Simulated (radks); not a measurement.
Spherical quantum dot in the effective-mass picture: electrons in a parabolic well V = omega^2 r^2 / 2 with omega = 0.89, with a point charge +1 (a donor) at the centre, all in effective atomic units (hartree* = m*/eps^2 hartree, bohr* = eps/m* bohr), one dielectric constant everywhere. Method: non-relativistic Kohn-Sham, r2SCAN, spin-polarised, spherical densities, generalised Kohn-Sham scheme; computed with a radial shooting solver with Libxc functionals. Levels are named by radial order and angular momentum (1s, 1p, 1d, 2s, ...), and open shells are averaged over m.

N = 7, configuration 1s2 1p(up 3, down 2). This is the lowest configuration that the search found. Occupied and some empty levels:

| level | occupation | eigenvalue (hartree*) | <r> (bohr*) |
|---|---|---|---|
| 1s up | 1 | 3.9036 | 1.217 |
| 1s down | 1 | 3.9330 | 1.204 |
| 1p up | 3 | 4.7582 | 1.789 |
| 1p down | 2 | 4.8063 | 1.792 |
| 2s up | 0 | 5.3329 | 1.835 |
| 2s down | 0 | 5.3646 | 1.844 |
| 1d up | 0 | 5.5075 | 2.108 |
| 1d down | 0 | 5.5581 | 2.117 |
| 1f up | 0 | 6.2922 | 2.359 |
| 1f down | 0 | 6.3400 | 2.374 |

Energy (hartree*): total 19.2847, kinetic 5.7852, external 2.9788, Hartree 13.489, exchange-correlation -2.9687.
